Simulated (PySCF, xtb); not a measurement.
HO2, SMILES [O]O (connectivity only; charge and spin as stated), charge -1, multiplicity 1.

Harmonic wavenumbers (cm⁻¹) from GFN2-xTB run with xtb at its own minimum, in rising order: 999, 1169, 3540.

**Question.** What does r2SCAN-D4/def2-TZVPD (PySCF) give at its own minimum? (An estimate is asked for; the answer gives what the named calculation found.)

**Answer.** 793, 1142, 3738. Paired by order, the mean absolute difference is 144 cm⁻¹ and the zero-point energies are 8.2 and 8.1 kcal/mol.
